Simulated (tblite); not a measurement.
C₄H₁₁AsO₂Si.
Numbering: `[CH3:1][O:2][SiH2:3][C@:4]([CH3:5])([AsH2:6])[CH:7]=[O:8]` (hydrogens: H9, H10, H11 on C1; H12, H13 on Si3; H14, H15, H16 on C5; H17, H18 on As6; H19 on C7)

Computed with GFN2-xTB (tblite), gas phase: L-BFGS steps from a force-field or distance-geometry start until the largest atomic force falls under 0.01 eV/Å.

Geometry at step 33:
```
atom  x, y, z in Å
C1      2.5422   -0.1772   -1.7745
O2      1.2913   -0.2466   -1.1451
Si3     0.6799    0.8582   -0.1331
C4     -0.8804   -0.0662    0.4582
C5     -0.4988   -1.3145    1.2520
As6    -1.9142   -0.6683   -1.1259
C7     -1.5259    0.9895    1.2386
O8     -1.4264    1.1554    2.4402
H9      2.5703    0.6218   -2.5207
H10     2.7430   -1.1272   -2.2708
H11     3.3391    0.0153   -1.0521
H12     0.3318    2.0744   -0.8618
H13     1.5316    1.0961    1.0280
H14     0.0904   -1.0784    2.1384
H15    -1.4115   -1.8410    1.5678
H16     0.0996   -1.9721    0.6089
H17    -2.3097    0.7173   -1.5576
H18    -3.2061   -0.7895   -0.3536
H19    -2.0561    1.7622    0.6086
```

**Question.** Give the atomic forces at this geometry.

**Answer.** 
```
atom  Fx (eV/Å)  Fy (eV/Å)  Fz (eV/Å)
  C1      0.120      0.018     -0.051
  O2      0.239     -0.044     -0.175
 Si3     -0.037     -0.177     -0.018
  C4     -0.060     -0.108      0.106
  C5      0.033      0.000      0.006
 As6      0.024      0.016     -0.135
  C7      0.143      0.324      0.733
  O8     -0.235     -0.202     -0.878
  H9     -0.125     -0.020      0.062
 H10     -0.112     -0.008      0.037
 H11     -0.093     -0.007      0.047
 H12      0.054      0.201     -0.021
 H13      0.117      0.107      0.003
 H14     -0.108      0.068      0.002
 H15      0.220      0.056     -0.052
 H16     -0.175      0.021      0.143
 H17     -0.055      0.026      0.021
 H18     -0.063      0.025     -0.003
 H19      0.112     -0.295      0.173
```

The largest, 0.93 eV/Å, acts on O8; the rms over all components is 0.191 eV/Å. The forces sum to zero within rounding, as they must for an isolated molecule in no field.

**Question.** Give the force on O8 in Eh/bohr and in nN.

**Answer.** 0.931 eV/Å ÷ 51.422 = 0.01811 Eh/bohr, and 0.931 eV/Å × 1.602 = 1.49 nN.

**Question.** How far is this geometry from the end of the optimisation?

**Answer.** 0.129 eV above it, and 0.455 Å rms away after alignment. The bonds farthest from their final lengths, with half the difference of the two atoms' forces along the bond (positive lengthens):

| bond | now (Å) | final (Å) | force along bond (eV/Å) |
| --- | --- | --- | --- |
| C4–As6 | 1.985 | 2.018 | +0.06 |
| C7–H19 | 1.129 | 1.116 | -0.05 |
| C7=O8 | 1.217 | 1.206 | -0.85 |
| Si3–H12 | 1.460 | 1.469 | +0.15 |
| O2–Si3 | 1.618 | 1.627 | +0.06 |
| Si3–C4 | 1.908 | 1.899 | +0.01 |

The angle farthest from its final value is Si3–C4–C7, 100.2° against 111.1°.

Of the 3 listed bonds off by 0.010 Å or more, this force points towards the final length in 3.

The cost below is that of the whole relaxation. Hardware: an Arm Neoverse V2 with one thread, shared host. Cost: 1.1 s wall.
